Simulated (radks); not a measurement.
Isoelectronic series with 36 electrons, each ion in its NIST ground configuration. All-electron calculation, scalar-relativistic Kohn-Sham, PBE, spin-polarised, spherical densities, finite nucleus; Fermi nuclear charge, rms radius of each element as measured or else 0.836 A^(1/3) + 0.57 fm. Program: a radial shooting solver on a logarithmic mesh with Libxc functionals. Total energies (hartree) and mean radii <r> (bohr) (* marks an orbital that is empty in some or all of the ions):

ion    configuration  E (hartree)     5p*     5s*     4d*      4p      4s      3d      3p
Xe18+           [Kr]  -7320.16106   1.259   1.205  0.7160  0.6870  0.6625  0.2770  0.3017
Cs19+           [Kr]   -7641.7429   1.213   1.162  0.6902  0.6652  0.6425  0.2696  0.2942
Ba20+           [Kr]   -7970.9625   1.170   1.122  0.6663  0.6449  0.6236  0.2626  0.2871
La21+           [Kr]   -8307.8749   1.130   1.085  0.6441  0.6258  0.6058  0.2560  0.2803
Ce22+           [Kr]   -8652.5305   1.092   1.050  0.6234  0.6077  0.5889  0.2497  0.2738
Pr23+           [Kr]   -9004.9858   1.058   1.018  0.6041  0.5908  0.5729  0.2437  0.2676
Nd24+           [Kr]   -9365.2954   1.025  0.9874  0.5860  0.5747  0.5578  0.2380  0.2616
Pm25+           [Kr]   -9733.5126  0.9945  0.9587  0.5689  0.5595  0.5433  0.2325  0.2559
Sm26+           [Kr]  -10109.6862  0.9658  0.9315  0.5529  0.5451  0.5296  0.2273  0.2504
Eu27+           [Kr]  -10493.9155  0.9387  0.9059  0.5378  0.5314  0.5165  0.2223  0.2452
Gd28+           [Kr]  -10886.2414  0.9131  0.8816  0.5235  0.5184  0.5040  0.2175  0.2401
Tb29+           [Kr]  -11286.7805  0.8888  0.8585  0.5100  0.5059  0.4921  0.2129  0.2352
Dy30+           [Kr]  -11695.4731  0.8659  0.8366  0.4972  0.4941  0.4806  0.2086  0.2305
Ho31+           [Kr]  -12112.5370  0.8441  0.8157  0.4850  0.4828  0.4697  0.2043  0.2260
Er32+           [Kr]  -12537.9576  0.8233  0.7958  0.4734  0.4720  0.4592  0.2003  0.2216
Tm33+           [Kr]  -12971.8726  0.8036  0.7768  0.4623  0.4616  0.4491  0.1964  0.2174
Yb34+           [Kr]  -13414.2729  0.7848  0.7587  0.4518  0.4517  0.4394  0.1926  0.2133
